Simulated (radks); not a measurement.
The numbers below are computed, except where a source is named.
Q: The krypton ion Kr6+ is in [Ar] 3d10 4s2. Code: a radial shooting solver on a logarithmic mesh with Libxc functionals. Model: Dirac Kohn-Sham, relativistic LDA (MacDonald-Vosko exchange, VWN5 correlation), spin-unpolarised, spherical densities, finite nucleus; Fermi nuclear charge, rms radius of each element as measured or else 0.836 A^(1/3) + 0.57 fm. Sub-shells are occupied by j as written (lower j first in brackets). One electron is removed from 4s1/2, 3d3/2, 3p3/2, 3d5/2 in turn, with full relaxation. Which removal costs least, and what does each cost?

A: 4s1/2 110.79 eV; 3d5/2 190.56 eV; 3d3/2 191.97 eV; 3p3/2 301.77 eV. The 4s1/2 electron leaves first.
